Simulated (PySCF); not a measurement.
## Two-dimensional NMR puzzle

Compound of formula C5H10O2SSi. Correlations simulated from computed shifts and the bond graph:

HSQC (one-bond C–H):
| δH | δC |
| --- | --- |
| 4.18 | 66.1 |
| 4.13 | 66.1 |
| 3.61 | 48.1 |
| 2.48 | 34.6 |
| 1.22 | 34.6 |

COSY cross peaks (H two or three bonds apart, from the bond graph; peaks can be absent where the dihedral angle is near 90°):
| δH | δH |
| --- | --- |
| 4.18 | 4.13 |
| 4.18 | 2.48 |
| 4.18 | 1.22 |
| 4.13 | 2.48 |
| 4.13 | 1.22 |
| 2.48 | 1.22 |

HMBC (two and three bonds, from the bond graph):
| δH | δC |
| --- | --- |
| 4.62 | 322.2, 66.1, 48.1 |
| 4.18 | 66.1, 34.6 |
| 4.13 | 66.1, 34.6 |
| 3.61 | 322.2 |
| 2.48 | 66.1 |
| 1.22 | 66.1 |

Carbons without hydrogens: δ 322.2.

Relativity neglected, single conformer, no solvent, averaged over atoms made equivalent by symmetry, fast rotation or ring inversion. PBE0-D3(BJ)/def2-SVP geometry; NMR shieldings at PBE0/pcSseg-1/GIAO; PySCF 2.14.0 with density-fitted response routines.

Scale: $^{1}$H (31.27 ppm) and $^{13}$C (184.41 ppm) against TMS (reference shieldings calculated alike).

Exchangeable hydrogens are left out of these lists.

Q: Work out the connectivity.

A: SMILES CC(=S)[SiH]1OCCCO1.

Structure with atom numbers: `[CH3:1][C:2](=[S:3])[SiH:4]1[O:5][CH2:6][CH2:7][CH2:8][O:9]1` (H(Xn): hydrogen on atom n). Ha(C6), Ha(C7), Ha(C8) are cis to C2 on the ring; Hb(C6), Hb(C7), Hb(C8) are trans to C2 on the ring.

- δC 322.2 is C2, a thiocarbonyl carbon.
- δC 66.1 is C6/C8, an sp3 CH2 bonded to O (δH 4.18, 4.13).
- δC 48.1 is C1, a methyl carbon (δH 3.61).
- δC 34.6 is C7, an sp3 CH2 in a ring (δH 1.22, 2.48).
- HMBC from δH 4.62 reaches the proton-free carbon C2.
- HMBC from δH 3.61 reaches the proton-free carbon C2.
- COSY links 4.18–4.13, 4.18–2.48, 4.18–1.22, 4.13–2.48, 4.13–1.22, 2.48–1.22.

The shifts were computed for this structure.

Shifts are as computed. Against solution values, carbons near 30 ppm lie about +2 ppm off and those near 130 ppm about +5 ppm. Of 1309 compounds with measured shifts, 239 miss one by over three times the rms of a fit or turn the order of signals round; such compounds aren't used in these exercises.
